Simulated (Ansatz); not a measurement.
Ansatz (a first-principles code) input (wB97X-V/def2-TZVPD):

Ansatz 0.2 input:
```yaml
crystal:
  periodic: [false, false, false]
  atoms:
    - {symbol: C, position_ang: [-1.52379418, 0.06130286, 0.07646245]}
    - {symbol: C, position_ang: [-0.32880716, -0.32837335, -0.77946214]}
    - {symbol: C, position_ang: [1.00775955, -0.07716829, -0.13590950]}
    - {symbol: O, position_ang: [1.16751738, 0.39077004, 0.96138732]}
    - {symbol: H, position_ang: [-1.52549417, -0.49086208, 1.01625237]}
    - {symbol: H, position_ang: [-1.49533263, 1.12247111, 0.32386088]}
    - {symbol: H, position_ang: [-2.45717114, -0.14613921, -0.44755506]}
    - {symbol: H, position_ang: [-0.32357628, 0.20529229, -1.73836024]}
    - {symbol: H, position_ang: [-0.35341482, -1.39076380, -1.05338353]}
    - {symbol: H, position_ang: [1.88390076, -0.36072591, -0.75845780]}
basis:
  gaussian:
    orbitals: def2-TZVPD
hamiltonian:
  xc: {name: wB97X-V}
output: {forces: true}
```

End of the output:

```
integrals: 0.13 GiB planned
1012 factors; their error is unknown
integrals: 0.16 GiB planned
409 factors; integrals over basis functions are off by at most 1.2e-5 eV
mean field: 1.36 GiB planned
mean field evaluation 1: about -5251.3389 eV, gradient 5.0e1 eV
mean field evaluation 2: about -5251.1365 eV, gradient 5.5e1 eV
mean field evaluation 4: about -5256.1697 eV, gradient 2.3e0 eV
mean field evaluation 8: about -5256.1931 eV, gradient 4.7e-2 eV
mean field evaluation 16: about -5256.1659 eV, gradient 1.0e-4 eV
mean field -5256.16589701 eV, -193.1605339578 hartree, gradient 1.5e-5 eV, S^2 0.000000; 0 other end points of the search recorded, 0 dependent functions left out
the calculation of the forces begins
reference -5256.16589465 eV, -193.1605338712 hartree; 16, 16 occupied and 189, 189 virtual orbitals, 1012 factors
Total energy: -5256.16589465 eV, -193.1605338712 hartree
Atom 0 at    -1.523794     0.061303     0.076462 Å, force     0.061370    -0.006514    -0.012505 eV/Å
Atom 1 at    -0.328807    -0.328373    -0.779462 Å, force    -0.051989    -0.003570    -0.010583 eV/Å
Atom 2 at     1.007760    -0.077168    -0.135909 Å, force     0.005758    -0.013962    -0.032282 eV/Å
Atom 3 at     1.167517     0.390770     0.961387 Å, force    -0.012666     0.014650     0.033584 eV/Å
Atom 4 at    -1.525494    -0.490862     1.016252 Å, force     0.008579    -0.046377     0.071603 eV/Å
Atom 5 at    -1.495333     1.122471     0.323861 Å, force     0.011008     0.083541     0.015846 eV/Å
Atom 6 at    -2.457171    -0.146139    -0.447555 Å, force    -0.064153    -0.018588    -0.046106 eV/Å
Atom 7 at    -0.323576     0.205292    -1.738360 Å, force     0.004691     0.042161    -0.035113 eV/Å
Atom 8 at    -0.353415    -1.390764    -1.053384 Å, force     0.002882    -0.054616     0.006421 eV/Å
Atom 9 at     1.883901    -0.360726    -0.758458 Å, force     0.034520     0.003275     0.009135 eV/Å
Dipole moment:    -0.203659    -0.213497    -0.506338 e Å
```
